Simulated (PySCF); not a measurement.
Basis and Hamiltonian dependence of the electron affinity of Nb

Nb- [Kr] 4d4 5s2 (5D) → Nb [Kr] 4d4 5s1 (6D). All values are computed (PySCF 2.14, energy differences of UHF-based or UKS calculations, no spin-orbit coupling). Values in eV.

```json
{"basis": "aug-cc-pVDZ-PP with ECP28MDF", "Hamiltonian": "ECP", "functions": "54", "UHF": "-0.264", "r2SCAN": "0.442", "PBE0": "0.478", "MP2 (valence)": "0.248", "CCSD(T) (valence)": "0.745", "CCSD(T) (valence and next inner shell)": "n/a"}
{"basis": "def2-TZVPPD with the def2 core potential (28 electrons)", "Hamiltonian": "ECP", "functions": "56", "UHF": "-0.701", "r2SCAN": "0.241", "PBE0": "0.283", "MP2 (valence)": "0.216", "CCSD(T) (valence)": "0.575", "CCSD(T) (valence and next inner shell)": "0.614"}
{"basis": "ANO-RCC-VTZP", "Hamiltonian": "spin-free X2C", "functions": "68", "UHF": "-0.479", "r2SCAN": "0.414", "PBE0": "0.436", "MP2 (valence)": "0.323", "CCSD(T) (valence)": "0.709", "CCSD(T) (valence and next inner shell)": "0.733"}
{"basis": "aug-cc-pwCVDZ-PP with ECP28MDF", "Hamiltonian": "ECP", "functions": "70", "UHF": "-0.262", "r2SCAN": "0.458", "PBE0": "0.487", "MP2 (valence)": "0.264", "CCSD(T) (valence)": "0.760", "CCSD(T) (valence and next inner shell)": "0.801"}
{"basis": "def2-QZVPPD with the def2 core potential (28 electrons)", "Hamiltonian": "ECP", "functions": "81", "UHF": "-0.510", "r2SCAN": "0.382", "PBE0": "0.421", "MP2 (valence)": "0.353", "CCSD(T) (valence)": "0.741", "CCSD(T) (valence and next inner shell)": "0.776"}
{"basis": "aug-cc-pVTZ-PP with ECP28MDF", "Hamiltonian": "ECP", "functions": "88", "UHF": "-0.234", "r2SCAN": "0.461", "PBE0": "0.486", "MP2 (valence)": "0.270", "CCSD(T) (valence)": "0.807", "CCSD(T) (valence and next inner shell)": "n/a"}
{"basis": "x2c-TZVPPall with one added diffuse shell each of s, p, d, f type", "Hamiltonian": "spin-free X2C", "functions": "95", "UHF": "-0.291", "r2SCAN": "0.439", "PBE0": "0.472", "MP2 (valence)": "0.294", "CCSD(T) (valence)": "0.787", "CCSD(T) (valence and next inner shell)": "0.816"}
{"basis": "aug-cc-pVTZ-DK", "Hamiltonian": "spin-free X2C", "functions": "102", "UHF": "-0.231", "r2SCAN": "0.450", "PBE0": "0.481", "MP2 (valence)": "0.260", "CCSD(T) (valence)": "0.820", "CCSD(T) (valence and next inner shell)": "n/a"}
{"basis": "ANO-R3", "Hamiltonian": "spin-free X2C", "functions": "106", "UHF": "-0.558", "r2SCAN": "n/a", "PBE0": "n/a", "MP2 (valence)": "0.208", "CCSD(T) (valence)": "0.530", "CCSD(T) (valence and next inner shell)": "n/a"}
{"basis": "aug-cc-pwCVTZ-PP with ECP28MDF", "Hamiltonian": "ECP", "functions": "122", "UHF": "-0.229", "r2SCAN": "0.462", "PBE0": "0.488", "MP2 (valence)": "0.257", "CCSD(T) (valence)": "n/a", "CCSD(T) (valence and next inner shell)": "n/a"}
{"basis": "aug-cc-pwCVTZ-DK", "Hamiltonian": "spin-free X2C", "functions": "136", "UHF": "-0.230", "r2SCAN": "0.450", "PBE0": "0.480", "MP2 (valence)": "0.259", "CCSD(T) (valence)": "n/a", "CCSD(T) (valence and next inner shell)": "n/a"}
```

Frozen in the all-electron rows: valence: [Kr]; valence and next inner shell: [Ar] 3d10; with a core potential, the same shells as far as they lie outside it.

At UHF, def2-TZVPPD with the def2 core potential (28 electrons) lies more than 0.3 eV from the median of the rows with comparable relativity.

In most of these bases the highest occupied level of the anion is positive at UHF, r2SCAN, PBE0, so the basis helps to hold the electron.

Between the lowest levels the reference is 0.917 eV (measured; photodetachment measurements, as compiled on the Wikipedia data page of electron affinities); it includes spin-orbit coupling, which these numbers lack.
